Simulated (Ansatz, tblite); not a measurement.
Forces on Si(eta1-allyl)Me3 (C6H14Si) at its PBE-D4/def2-SVP geometry. Total charge 0; singlet.

The xTB rows come from tblite.

GFN1-xTB (tblite), largest force 1.16 eV/Å:

```xyz
21
positions Å, forces eV/Å
Si    0.586   -0.086    0.432   -0.027    0.007   -0.071
C    -0.559    1.254   -0.328    0.052    0.342    0.318
C    -1.313    0.743   -1.515   -0.886   -0.370   -0.654
C    -2.596    0.332   -1.526    0.630    0.246    0.195
H     0.079    2.122   -0.601   -0.458   -0.197   -0.046
H    -1.252    1.592    0.474    0.103    0.063   -0.431
H    -0.732    0.659   -2.453   -0.246    0.098    0.500
H    -3.228    0.391   -0.623    0.335   -0.076   -0.586
H    -3.062   -0.070   -2.439    0.249    0.264    0.577
C     1.602    0.706    1.822    0.178    0.147    0.251
H     2.239    1.528    1.435   -0.185   -0.301    0.355
H     2.269   -0.040    2.302   -0.199    0.446   -0.068
H     0.944    1.127    2.610    0.439   -0.105   -0.212
C     1.740   -0.760   -0.909    0.222   -0.132   -0.217
H     2.429   -1.524   -0.493   -0.182    0.277   -0.363
H     2.360    0.047   -1.352   -0.169   -0.472    0.049
H     1.165   -1.236   -1.729    0.417    0.147    0.223
C    -0.495   -1.478    1.117   -0.178   -0.246    0.142
H    -1.164   -1.875    0.326    0.181   -0.012    0.460
H    -1.133   -1.116    1.950    0.168   -0.347   -0.318
H     0.121   -2.317    1.501   -0.444    0.221   -0.106
```

GFN2-xTB (tblite), largest force 1.01 eV/Å:

```
Si -0.072 0.024 -0.121
C -0.221 0.504 0.080
C -0.884 -0.355 -0.322
C 0.797 0.309 0.134
H -0.509 -0.463 0.019
H 0.277 -0.142 -0.593
H -0.317 0.094 0.661
H 0.465 -0.061 -0.689
H 0.304 0.305 0.694
C 0.462 0.360 0.632
H -0.393 -0.534 0.340
H -0.431 0.558 -0.287
H 0.507 -0.253 -0.484
C 0.541 -0.316 -0.583
H -0.418 0.498 -0.351
H -0.377 -0.588 0.241
H 0.443 0.302 0.510
C -0.489 -0.628 0.321
H 0.408 0.196 0.581
H 0.390 -0.323 -0.543
H -0.486 0.513 -0.239
```

PBE-D4/def2-TZVP (Ansatz), largest force 0.34 eV/Å:

```
Si -0.006 -0.017 -0.017
C 0.000 0.135 0.090
C -0.202 -0.121 -0.153
C 0.142 0.059 0.002
H -0.167 -0.215 0.053
H 0.155 -0.086 -0.209
H -0.164 0.028 0.267
H 0.186 -0.018 -0.266
H 0.143 0.124 0.285
C 0.079 0.064 0.111
H -0.165 -0.215 0.103
H -0.175 0.196 -0.125
H 0.174 -0.109 -0.204
C 0.088 -0.054 -0.101
H -0.178 0.200 -0.110
H -0.161 -0.212 0.115
H 0.153 0.123 0.214
C -0.083 -0.100 0.049
H 0.176 0.097 0.211
H 0.166 -0.097 -0.213
H -0.162 0.220 -0.101
```
